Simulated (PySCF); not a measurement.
## Worked example: entropy of an ideal gas

CHO2, SMILES O=[C]O, multiplicity 2.

The structure is a stationary point at PBE-D3(BJ)/def2-TZVP. The isomer is the one that the SMILES or the coordinates give; other isomers of the formula were not compared. Other conformers were not sampled.

PBE-D3(BJ)/def2-TZVP run with PySCF gives the harmonic wavenumbers 572, 593, 1030, 1256, 1811, 3395 cm⁻¹ and the rotational temperatures 6.8113, 0.5573, 0.5151 K. The molar mass is 45.02 g/mol, the symmetry number 1, the spin multiplicity 2.

Task: Work out the entropy at 298.15 K and 1 atm in the rigid-rotor, harmonic-oscillator model.

Result: 
Translation (Sackur–Tetrode at 1 atm): S = R[1.5 ln M + 2.5 ln T − 1.16487] = 156.2 J/(mol K).
Rotation: q = (√π/σ) T^1.5/√(θA θB θC) = 6530, S = R[ln q + 3/2] = 85.5 J/(mol K).
Vibration: with u = 1.4388 ν/T, each mode gives R[u/(e^u − 1) − ln(1 − e^−u)]:
| ν (cm⁻¹) | modes | u | S (J/(mol K)) |
|---|---|---|---|
| 572 | 1 | 2.76 | 2.09 |
| 593 | 1 | 2.86 | 1.93 |
| 1030 | 1 | 4.97 | 0.35 |
| 1256 | 1 | 6.06 | 0.14 |
| 1811 | 1 | 8.74 | 0.01 |
The stiffer modes add less than 0.005 each. Sum 4.5 J/(mol K).
Spin: R ln 2 = 5.8 J/(mol K).
Total 252.0 J/(mol K); the program's own thermochemistry gives 252.0. Translation makes up 62 % and vibration 2 %. Anharmonicity, hindered rotation and orbital degeneracy are left out.
